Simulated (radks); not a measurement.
Results of a calculation; reference values are marked as such.
Species: the samarium ion Sm3+. Configuration: [Xe] 4f5.

Code: a radial shooting solver on a logarithmic mesh with Libxc functionals. Model: Dirac Kohn-Sham, PW91, spin-unpolarised, spherical densities, point nucleus; open shells are shared between the two j in proportion to 2j + 1.

Energy parts (eV):
part                      energy
total                 -283930.43
kinetic                307911.25
electron-nucleus      -693905.59
Hartree                108503.92
exchange-correlation    -6440.01

Orbitals (lengths in bohr, moments of r in powers of bohr; <r^-3> diverges for s and p1/2):
| orbital | occ. | eigenvalue (eV) | <r^-3> | small-component weight |
|---|---|---|---|---|
| 1s1/2 | 2 | -46669.40 | - | 5.31e-02 |
| 2s1/2 | 2 | -7648.965 | - | 1.17e-02 |
| 2p1/2 | 2 | -7251.642 | - | 1.17e-02 |
| 2p3/2 | 4 | -6648.614 | 8890 | 1.09e-02 |
| 3s1/2 | 2 | -1701.012 | - | 3.66e-03 |
| 3p1/2 | 2 | -1530.089 | - | 3.60e-03 |
| 3p3/2 | 4 | -1408.008 | 1856 | 3.38e-03 |
| 3d3/2 | 4 | -1111.598 | 309.4 | 3.25e-03 |
| 3d5/2 | 6 | -1085.091 | 277.3 | 3.19e-03 |
| 4s1/2 | 2 | -363.2243 | - | 1.15e-03 |
| 4p1/2 | 2 | -297.6468 | - | 1.08e-03 |
| 4p3/2 | 4 | -270.7073 | 410.5 | 1.00e-03 |
| 4d3/2 | 4 | -162.7386 | 57.78 | 8.46e-04 |
| 4d5/2 | 6 | -157.9042 | 51.13 | 8.25e-04 |
| 4f5/2 | 2.14286 | -32.8262 | 6.932 | 4.78e-04 |
| 4f7/2 | 2.85714 | -32.2236 | 6.709 | 4.70e-04 |
| 5s1/2 | 2 | -71.0798 | - | 2.55e-04 |
| 5p1/2 | 2 | -52.8041 | - | 2.07e-04 |
| 5p3/2 | 4 | -48.8683 | 59.54 | 1.88e-04 |
| 5d3/2 | 0 | -24.7658 | 4.837 | 9.99e-05 |
| 5d5/2 | 0 | -24.3677 | 4.263 | 9.71e-05 |
| 6s1/2 | 0 | -22.1391 | - | 5.70e-05 |

The highest occupied level is 4f7/2 at -32.224 eV. The density falls to 0.001 e/bohr^3 at r = 3.32 bohr. For comparison, the ionisation energy in NIST's Atomic Spectra Database is 41.6 eV (semi-empirical). In exact Kohn-Sham theory the highest level is minus the ionisation energy, but local and semilocal functionals leave it too shallow, through self-interaction and a potential that decays too fast; potentials with the right tail come closer. Summed over all electrons, <r^2> = 36.27 bohr^2, which gives a Langevin (diamagnetic) susceptibility term of -28.7 x 10^-6 cm^3/mol.

Run on one thread of a shared host, so times are rough (Intel(R) Xeon(R) Platinum 8488C): 0.18 s of CPU time, 0.2 s wall, 14 iterations on 2546 mesh points.

Beside tabulated values, note that spin-unpolarised runs miss the spin-polarisation part of the exchange energy of open shells.
